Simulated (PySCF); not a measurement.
H₃N₂, SMILES [NH]N, multiplicity 2. Coordinates come from a PBE-D3(BJ)/def2-TZVP optimisation. The isomer is the one that the SMILES or the coordinates give; other isomers of the formula were not compared.

Computed equilibrium geometry at PBE-D3(BJ)/def2-TZVP (PySCF confirms it by a frequency run) as bond lengths and angles:
Atoms: N1 N2 H3 H4 H5. Bonded distances (Å): N1–N2 1.353, N1–H3 1.032, N2–H4 1.023, N2–H5 1.017. Bond angles (°): N2–N1–H3 105.5, N1–N2–H4 121.1, N1–N2–H5 113.5, H4–N2–H5 114.0.
Charge 0, spin multiplicity 2.
